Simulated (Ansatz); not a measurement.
Reaction (substitution at a C–C bond): `CC[SiH2]O[SiH3]` + H–F → `FC[SiH2]O[SiH3]` + CH₄

Isolated molecules relaxed with PBE0-D4/def2-TZVP in Ansatz; ΔE leaves out vibrations. CCSD(T)/CBS is the MP2 limit (def2-TZVPP, def2-QZVPP) plus CCSD(T) − MP2 in def2-TZVPP, frozen cores. This one scheme is used for every species. Functionals use def2-TZVPP. Each species was taken in one conformer, which may not be the lowest.

Q: Is it downhill or uphill in electronic energy at CCSD(T)/CBS, and by how much? (Best estimate.)

A: Ansatz gave: Uphill: ΔE = +62.2 kJ/mol.

Q: What do these levels give: PBE-D4, PBE0-D4, ωB97M-V, B2PLYP, PBE, HF/def2-QZVPP? (Best estimate.)

A: Computed: PBE-D4 49.4, PBE0-D4 55.9, ωB97M-V 49.8, B2PLYP 46.7, PBE 44.1, HF/def2-QZVPP 37.2 kJ/mol.

Largest T1 diagnostic among the species: 0.011.

From PBE to PBE0 (25 % exact exchange), in def2-TZVPP and without D4, ΔE moves by +7.1 kJ/mol. In def2-TZVPP, CCSD(T) changes the Hartree–Fock value by +21.8 kJ/mol (the triples alone add +1.6 kJ/mol) and MP2 by +32.2 kJ/mol.
